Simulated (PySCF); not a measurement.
Electron correlation in Hf+ (hafnium, charge +1)

[Xe] 4f14 5d2 6s1, high-spin 4F determinant (an excited configuration). Computed with PySCF 2.14 in def2-QZVPPD with the def2 core potential (60 electrons) (7s6p4d3f2g, 84 functions), with scalar relativity through the core potential. Frozen: nothing; 11 electrons correlated.

```
  level  correlation energy (mhartree)
   CCSD                        -251.88
    (T)                          -6.07
CCSD(T)                        -257.95
```

Diagnostics: T1 = 0.0082, D1 = 0.0328, largest double amplitude 0.021.

Question: Is a single reference adequate?

Answer: Yes, within this model without spin-orbit coupling: T1 lies below 0.03 and no double amplitude reaches 0.07.

The basis has no tight functions for the innermost shells, so their pair energies are far from complete.

This basis was not built for core-valence correlation, so the inner-shell part is incomplete.
